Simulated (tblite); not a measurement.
C5H4F3O (doublet state).
Numbering: `[O:1][C@@H:2]([CH:3]1[CH:4]=[CH:5]1)[C:6]([F:7])([F:8])[F:9]` (hydrogens: H10 on C2; H11 on C3; H12 on C4; H13 on C5)

Structure used (GFN2-xTB), in Å, numbered top down from 1:
```
atom  x, y, z in Å
O1    -0.3835   -1.8347   -0.8984
C2    -0.4243   -0.8456   -0.0727
C3     0.7818    0.1665   -0.4042
C4     1.3742    0.9506    0.6973
C5     2.0956   -0.0428    0.2317
C6    -1.6939    0.0520   -0.1821
F7    -2.8017   -0.6388    0.0887
F8    -1.6421    1.0594    0.7130
F9    -1.8490    0.6132   -1.3818
H10   -0.3126   -1.1098    1.0024
H11    0.6638    0.5136   -1.4225
H12    1.2091    1.7505    1.3764
H13    2.9781   -0.6336    0.2346
```

All values are computed: GFN2-xTB (tblite) harmonic vibrations without scaling, gas phase. Against measured fundamentals such values can be off by several per cent, at times by over 20. One conformer, not necessarily the lowest. Open shells enter through the occupations alone, without spin polarisation, and single modes of such species can be off by tens of per cent.

Harmonic wavenumbers (cm⁻¹): 41.6, 59.5, 151.8, 207.2, 246.1, 294.2, 322.4, 390.6, 429.5, 485.7, 509.5, 630.1, 706.3, 732.1, 786.5, 814.3, 883.7, 912.4, 936.5, 1010.6, 1056.1, 1067.5, 1125.8, 1163.3, 1195.7, 1212.3, 1295.3, 1324.9, 1720.2, 2719.1, 3031.6, 3230.9, 3257.6.

A = 2805, B = 1305, C = 1090 MHz; mass 137.021 u (most abundant isotopes); point group C1, symmetry number 1; spin multiplicity 2.

Problem. What is the zero-point energy?

Solution. Half the sum of the wavenumbers: 16975 cm⁻¹ = 48.54 kcal/mol.

Problem. Give the ideal-gas entropy at 500 K and 1 bar in the rigid-rotor, harmonic-oscillator model (classical rotation).

Solution. Translation 43.25, rotation 30.32, vibration 41.01, spin (R ln 2) 1.38: S = 116.0 cal/(mol K).

Problem. And Cp and H(500 K) − H(0)?

Solution. Cp = 46.82 cal/(mol K), of which vibrations give 38.87 (their classical limit is 33 R = 65.6); H(500 K) − H(0) = 14.42 kcal/mol without the zero-point energy, 10.44 from vibrations.

Problem. Which modes carry the vibrational entropy at 500 K?

Solution. 41.6 cm⁻¹: 6.21; 59.5 cm⁻¹: 5.50; 151.8 cm⁻¹: 3.65; 207.2 cm⁻¹: 3.04; 246.1 cm⁻¹: 2.71; 294.2 cm⁻¹: 2.38 cal/(mol K); the other 27 give 17.53 together.

Problem. Blend soft modes into free rotors: weight 1/[1 + (100 cm⁻¹/ν̃)⁴] for the oscillator and the rest for a rotor with moment μB/(μ + B), μ = h/(8π²ν), B = 10⁻⁴⁴ kg m². What vibrational entropy results?

Solution. 37.54 cal/(mol K) in place of 41.01, which changes −T·S at 500 K by +1.74 kcal/mol.

Problem. How do the functions run with temperature in this model?

Solution. 
| T (K) | S (cal/(mol K)) | Cp (cal/(mol K)) | H − H(0) (kcal/mol) | G − H(0) (kcal/mol) | ln q(vib) |
| --- | --- | --- | --- | --- | --- |
| 50 | 59.7 | 12.1 | 0.49 | -2.49 | 0.58 |
| 100 | 69.4 | 16.4 | 1.20 | -5.74 | 1.58 |
| 298.15 | 95.2 | 33.6 | 6.19 | -22.19 | 5.80 |
| 373.15 | 103.3 | 39.3 | 8.93 | -29.64 | 7.42 |
| 750 | 136.9 | 55.9 | 27.38 | -75.26 | 15.16 |
| 1000 | 153.7 | 61.1 | 42.05 | -111.65 | 19.70 |

q(vib) and H(0) count from the zero-point level.

Problem. What must be added to the electronic energy to get the Gibbs energy at 500 K and 1 bar?

Solution. ZPE + [H(500 K) − H(0)] − T·S = 48.54 + 14.42 − 57.98 = 4.98 kcal/mol.

Hindered rotation and anharmonicity are outside this model. Other conformers, if any are populated, would add a mixing term that is left out. The structure is chiral; the term R ln 2 for an equal mix with its mirror image is left out.
